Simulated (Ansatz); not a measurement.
Reaction (redistribution): `O[Si]([SiH3])(Cl)Cl` + `OB(Cl)O[SiH3]` → `O[Si](Cl)(Cl)O[SiH3]` + `OB([SiH3])Cl`

Program: Ansatz. Geometries: PBE0-D4/def2-TZVP. ΔE: electronic, gas phase. CCSD(T)/CBS is the MP2 limit (def2-TZVPP, def2-QZVPP) plus CCSD(T) − MP2 in def2-TZVPP, frozen cores. Functionals use def2-TZVPP. B3LYP here is the variant with VWN-RPA as its local correlation; programs differ in this. One conformer a species, not always the lowest.

**Question.** Is it downhill or uphill in electronic energy at CCSD(T)/CBS, and by how much? (An estimate is asked.)

**Answer.** The calculation gave: Uphill: ΔE = +0.12 eV.

**Question.** What do these levels give: r2SCAN-D4, PBE0-D4, B3LYP-D4, ωB97X-V, PBE, r2SCAN, PBE0, MP2/def2-TZVPP, SCS-MP2/def2-TZVPP, CCSD(T)/def2-TZVPP, MP2/def2-QZVPP, HF/CBS(def2)? (Estimate.)

**Answer.** Computed: r2SCAN-D4 0.17, PBE0-D4 0.22, B3LYP-D4 0.17, ωB97X-V 0.16, PBE 0.26, r2SCAN 0.18, PBE0 0.23, MP2/def2-TZVPP 0.12, SCS-MP2/def2-TZVPP 0.11, CCSD(T)/def2-TZVPP 0.13, MP2/def2-QZVPP 0.11, HF/CBS(def2) 0.10 eV.

Largest T1 diagnostic among the species: 0.013.
